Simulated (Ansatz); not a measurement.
`[NH2][Sn]([Cl])([Cl])[Cl]` + H–F → `[NH2][Sn]([F])([Cl])[Cl]` + HCl at 400 K and 1 bar (ligand exchange at the Sn–Cl bond).

Isolated molecules relaxed with PBE0-D4/def2-TZVP in Ansatz; ΔE leaves out vibrations. CBS: MP2 limit from def2 TZ/QZ plus the TZ coupled-cluster correction, frozen cores. This one scheme is used for every species. Elements past krypton have def2 core potentials. For Sn outer-core shells are correlated without core-valence functions, which leaves a few kJ/mol of doubt a bond. Each species was taken in one conformer, which may not be the lowest.

| species | CCSD(T)/CBS energy (Eh) | H − E (kJ/mol) | S (J/(mol·K)) |
| --- | --- | --- | --- |
| `[NH2][Sn]([Cl])([Cl])[Cl]` | -1649.42005 | 112.3 | 433.8 |
| H–F | -100.39570 | 36.5 | 182.2 |
| `[NH2][Sn]([F])([Cl])[Cl]` | -1289.42050 | 113.3 | 424.2 |
| HCl | -460.38127 | 29.6 | 195.4 |

H − E and S are ideal-gas, rigid-rotor, harmonic terms from PBE0-D4/def2-TZVP, for one conformer and one mirror image of each species. 1 Eh = 2625.50 kJ/mol, R = 8.31446 J/(mol·K).

Problem. By hand: ΔE, ΔH, ΔS and ΔG.

Solution. ΔE = (-1289.42050) + (-460.38127) − (-1649.42005) − (-100.39570) = 0.01398 Eh = 36.7 kJ/mol. Δ(H − E) = 113.3 + 29.6 − 112.3 − 36.5 = -5.9, so ΔH = 30.8 kJ/mol. ΔS = 424.2 + 195.4 − 433.8 − 182.2 = 3.6 J/(mol·K). ΔG = 30.8 − 400 × (3.6)/1000 = 29.4 kJ/mol.

Problem. By hand: the equilibrium constant, and the temperature at which ΔG would vanish if ΔH and ΔS stayed fixed.

Solution. log₁₀ K = −ΔG/(RT ln 10) = -3.8. ΔG = 0 at ΔH/ΔS = 8556 K, far beyond where these terms or the molecules hold.

The number of gas molecules stays the same, so ΔS is small and ΔH decides. A doubt of 5 kJ/mol in ΔE shifts log₁₀ K by 0.7 here. Other conformers and mirror images would add mixing entropy, several J/(mol·K) or more a flexible species. Modes under 60 cm⁻¹, often nearly free rotors, make the harmonic entropy too high. These are equilibria of isolated gas molecules and say nothing of rates. Largest T1 diagnostic: 0.012 (customary marks: 0.02 for closed shells, 0.045 for open ones).
